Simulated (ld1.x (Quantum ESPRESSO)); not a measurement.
Which change was made? (Ne, TM)

- Element: neon
- Generator: ld1.x (Quantum ESPRESSO) 7.5
- Type: norm-conserving Troullier–Martins (Kleinman–Bylander form)
- Functional: PBEsol
- Relativity: scalar-relativistic
- Frozen core: [He]
- Valence charge: 8
- Reference configuration: 2s2 2p5 (charge +1)
- Partial waves: 2s (bound): rc 0.60 bohr; 2p (bound): rc 1.60 bohr; 3d channel at 0.05 Ry: rc 1.70 bohr
- Local potential: all-electron potential smoothed inside 0.85 bohr (lloc = -2)
- Core correction: Bessel-smoothed model core inside 0.40 bohr

Cutoffs, loose and tight: the cutoffs (Ry, on a coarse ladder) from which the occupation-weighted sum of valence levels, in a spherical-Bessel basis at the reference potential, stays within 10 and 1 mRy of its value at 400 Ry. They do not see the model core or the augmentation charge, which bear on the density cutoff. Test errors are all-electron minus pseudo excitation energies from the reference, over the configurations 2s2 2p6; 2s2 2p4; 2s2 2p3; 2s2 2p5.5; 2s2 2p2; 2s1 2p6; variants that change the core or the reference have their own tests.

The base gives: outcome: generated; cutoff, loose: 230 Ry; cutoff, tight: over 300 Ry; bound ghosts: none; largest test error (meV): +3725.

(1) After one change the result is: outcome: generated; cutoff, loose: 160 Ry; cutoff, tight: 260 Ry; bound ghosts: none; largest test error (meV): +8432. Which change was it?
A. all radii but the core radius scaled by about 1.27 (s 0.76, p 2.04, d 2.16 bohr); local potential all-electron potential smoothed inside 1.08 bohr (lloc = -2)
B. all radii but the core radius scaled by about 1.09 (s 0.66, p 1.74, d 1.86 bohr); local potential all-electron potential smoothed inside 0.92 bohr (lloc = -2)
C. all radii but the core radius scaled by about 0.79 (s 0.48, p 1.26, d 1.34 bohr); local potential all-electron potential smoothed inside 0.68 bohr (lloc = -2)
D. all radii but the core radius scaled by about 0.86 (s 0.52, p 1.38, d 1.46 bohr); local potential all-electron potential smoothed inside 0.72 bohr (lloc = -2)

Answers

(1) A. The others give: all radii but the core radius scaled by about 1.09 (s 0.66, p 1.74, d 1.86 bohr); local potential all-electron potential smoothed inside 0.92 bohr (lloc = -2) → outcome: generated; cutoff, loose: 200 Ry; cutoff, tight: 300 Ry; bound ghosts: s; largest test error (meV): +4719 | all radii but the core radius scaled by about 0.79 (s 0.48, p 1.26, d 1.34 bohr); local potential all-electron potential smoothed inside 0.68 bohr (lloc = -2) → outcome: generated; cutoff, loose: 300 Ry; cutoff, tight: over 300 Ry; bound ghosts: none; largest test error (meV): +1456 | all radii but the core radius scaled by about 0.86 (s 0.52, p 1.38, d 1.46 bohr); local potential all-electron potential smoothed inside 0.72 bohr (lloc = -2) → outcome: generated; cutoff, loose: 260 Ry; cutoff, tight: over 300 Ry; bound ghosts: none; largest test error (meV): +2160.
